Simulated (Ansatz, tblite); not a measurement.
Removing and adding an electron: Zn13H30Se13. The state is a singlet with charge 0. Geometry: PBE-D4/def2-SVP. Ansatz, gas phase; energy differences of separate SCF runs; the oxidised species was run as a doublet alone; the reduced species was run as a doublet alone.

Cartesian coordinates in Å:
```
Zn 2.589 2.197 -0.433
Zn -1.780 4.447 -1.756
Zn 0.344 3.846 -3.368
Zn 1.645 -0.643 -2.931
Zn -2.426 1.448 -3.501
Zn 0.224 2.855 3.473
Zn 3.148 0.702 3.982
Zn 2.997 -1.537 0.615
Zn 0.812 -0.259 5.027
Zn -0.885 -0.003 0.337
Zn -1.918 -4.196 -2.178
Zn -0.654 -4.310 1.117
Zn 0.791 -4.538 -2.244
Se 0.690 3.915 -0.764
Se 2.320 2.362 2.199
Se -1.399 4.242 1.896
Se 1.377 0.003 -0.523
Se -2.124 1.776 -0.941
Se 0.060 1.317 -3.749
Se -0.253 -2.360 -3.279
Se -3.376 -1.024 -3.330
Se -0.700 0.524 2.790
Se 2.156 -1.549 3.056
Se 1.524 -3.670 0.065
Se -0.757 -3.229 3.539
Se -1.791 -2.310 -0.093
H 3.998 2.518 -1.015
H -2.696 5.388 -0.930
H 1.328 4.685 -4.239
H -1.396 4.056 -3.315
H 2.980 -0.837 -3.711
H -3.447 2.328 -4.297
H 0.065 3.372 4.941
H 4.640 0.688 4.435
H 1.778 1.083 5.007
H 4.528 -1.655 0.349
H -0.048 -1.118 5.990
H -3.362 -4.285 -2.741
H -1.351 -5.711 1.156
H 1.769 -5.354 -3.143
H -0.708 -5.141 -1.567
H 1.527 5.125 -0.968
H 3.163 3.507 2.623
H -0.694 5.545 1.986
H -2.200 4.581 3.114
H -3.513 1.748 -0.418
H 0.180 1.349 -5.227
H 0.159 -2.870 -4.612
H -3.248 -1.384 -4.764
H -4.737 -0.456 -3.585
H -2.093 0.534 3.303
H 3.312 -2.244 3.679
H 2.351 -4.844 0.438
H 0.175 -4.167 4.214
H -1.905 -4.142 3.834
H -3.169 -2.306 0.457
```

The xTB rows come from tblite. Single mean-field runs in def2-SVP are fitted with def2-universal-jkfit.

| level | −HOMO (eV) | vertical IE (eV) | −LUMO (eV) | vertical EA (eV) | HOMO–LUMO gap (eV) | IE − EA (eV) | remarks |
| --- | --- | --- | --- | --- | --- | --- | --- |
| GFN1-xTB | 9.88 | 11.28 | 6.60 | 5.29 | 3.28 | 5.99 | – |
| PBE0-D4/def2-SVP | 7.05 | 8.09 | 1.58 | 0.74 | 5.47 | 7.35 | HOMO above zero (-1 doublet) |

Q: Estimate the rows for GFN2-xTB, PBE-D4/def2-SVP.

A: 
```tsv
level	−HOMO (eV)	vertical IE (eV)	−LUMO (eV)	vertical EA (eV)	HOMO–LUMO gap (eV)	IE − EA (eV)	remarks
GFN2-xTB	11.33	12.52	7.81	6.51	3.52	6.01	–
PBE-D4/def2-SVP	5.92	–	2.33	1.08	3.58	–	HOMO above zero (-1 doublet)
```

Run but left out: PBE-D4/def2-SVP (charge +1 doublet: an occupied level 0.04 eV above an empty one).   A HOMO above zero means that the electron is unbound at that level or that self-interaction error raises the level; the energy of removing that electron tells which. Raw xTB energy differences between charge states are shifted by several eV; the methods need an empirical correction for them. Sets without diffuse functions give affinities that are too small.
